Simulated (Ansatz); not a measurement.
C$_{2}$H$_{10}$OSi$_{2}$ (`CC[SiH2]O[SiH3]`) at its PBE0-D4/def2-TZVP geometry, where that method's forces vanish. Charge 0, multiplicity 1.

```
atom    x (Å)    y (Å)    z (Å)
  C1   1.5331  -1.2442   0.4018
  C2   1.4009   0.2759   0.4431
 Si3  -0.2652   0.8752   1.0312
  O4  -1.4685   0.2865   0.0833
 Si5  -2.0623   0.1701  -1.4310
  H6   2.5261  -1.5533   0.0665
  H7   1.3666  -1.6855   1.3880
  H8   0.8041  -1.6889  -0.2800
  H9   1.5945   0.7057  -0.5466
 H10   2.1566   0.7108   1.1087
 H11  -0.5313   0.3960   2.4132
 H12  -0.3105   2.3640   1.0118
 H13  -3.2930  -0.6564  -1.3923
 H14  -1.0653  -0.4740  -2.3288
 H15  -2.3858   1.5181  -1.9689
```

Task: For each bond, give half the difference of the two atoms' forces along it (eV/Å; positive pushes the atoms apart) under PBE-D4, r2SCAN-D4, B3LYP-D4, ωB97M-V in def2-TZVPP. (An estimate is asked.)

Result: The calculation gave: 
| bond | length (Å) | PBE-D4 | r2SCAN-D4 | B3LYP-D4 | ωB97M-V |
| --- | --- | --- | --- | --- | --- |
| C1–C2 | 1.526 | 0.01 | 0.16 | 0.23 | 0.23 |
| C1–H6 | 1.093 | 0.10 | -0.04 | -0.08 | -0.09 |
| C1–H7 | 1.093 | 0.11 | -0.04 | -0.06 | -0.08 |
| C1–H8 | 1.093 | 0.11 | -0.03 | -0.07 | -0.07 |
| C2–Si3 | 1.866 | -0.06 | -0.03 | 0.06 | -0.02 |
| C2–H9 | 1.096 | 0.11 | -0.02 | -0.09 | -0.08 |
| C2–H10 | 1.097 | 0.11 | -0.03 | -0.08 | -0.08 |
| Si3–O4 | 1.641 | 0.21 | 0.03 | 0.08 | 0.12 |
| Si3–H11 | 1.487 | 0.04 | -0.03 | -0.13 | -0.16 |
| Si3–H12 | 1.490 | 0.01 | -0.03 | -0.12 | -0.14 |
| O4–Si5 | 1.631 | 0.22 | 0.04 | 0.11 | 0.16 |
| Si5–H13 | 1.483 | 0.04 | -0.03 | -0.10 | -0.15 |
| Si5–H14 | 1.488 | 0.02 | -0.02 | -0.08 | -0.13 |
| Si5–H15 | 1.487 | 0.02 | -0.03 | -0.07 | -0.14 |

B3LYP here is the variant with VWN-RPA as its local correlation; programs differ in this.

Results of the Gaussian-basis code of Ansatz.
